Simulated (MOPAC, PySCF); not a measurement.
C$_{3}$H$_{10}$GeO$_{3}$S, SMILES `C[O][Ge]([SH])([O]C)[O]C`, neutral singlet in the gas phase. 

Cartesian coordinates (Å):
SMILES: C[O][Ge]([SH])([O]C)[O]C
```xyz
18

C     -1.3348     2.2161     0.2084
O     -0.2818     1.4096    -0.2570
Ge     0.0995    -0.1426     0.4863
S      0.4099     0.1238     2.6509
O      1.4758    -0.7459    -0.4218
C      2.6714    -0.0103    -0.5013
O     -1.1639    -1.3515     0.3157
C     -1.4197    -1.9447    -0.9380
H     -1.3356     2.3155     1.3090
H     -2.3196     1.8213    -0.0989
H     -1.2174     3.2209    -0.2259
H     -0.1077    -1.1011     2.8942
H      2.5199     0.9749    -0.9760
H      3.1263     0.1482     0.4940
H      3.3852    -0.5832    -1.1126
H     -2.1203    -2.7789    -0.7813
H     -1.8857    -1.2321    -1.6418
H     -0.5013    -2.3399    -1.4037
```
Charge 0, multiplicity 1.

All levels are single points at this geometry (PBE0-D4/def2-SVP); Pople sets use spherical d functions. Orbital energies aren't observables, and empty levels follow the basis.

AM1 in MOPAC gives HOMO (eV) = -9.97.

Problem. Estimate the HOMO (eV) from each of these levels: PBE0-D4/def2-TZVP in PySCF; B3LYP/3-21G in PySCF; B3LYP/6-31G* in PySCF; B3LYP/LANL2DZ in PySCF; M06-2X/6-31G* in PySCF; HF/3-21G in PySCF; HF/STO-3G in PySCF; PM7 in MOPAC.

Solution. 
```json
[
 {"level": "PBE0-D4/def2-TZVP in PySCF", "HOMO (eV)": "-7.76"},
 {"level": "B3LYP/3-21G in PySCF", "HOMO (eV)": "-7.34"},
 {"level": "B3LYP/6-31G* in PySCF", "HOMO (eV)": "-7.32"},
 {"level": "B3LYP/LANL2DZ in PySCF", "HOMO (eV)": "-7.61"},
 {"level": "M06-2X/6-31G* in PySCF", "HOMO (eV)": "-8.87"},
 {"level": "HF/3-21G in PySCF", "HOMO (eV)": "-10.91"},
 {"level": "HF/STO-3G in PySCF", "HOMO (eV)": "-7.69"},
 {"level": "PM7 in MOPAC", "HOMO (eV)": "-9.20"}
]
```
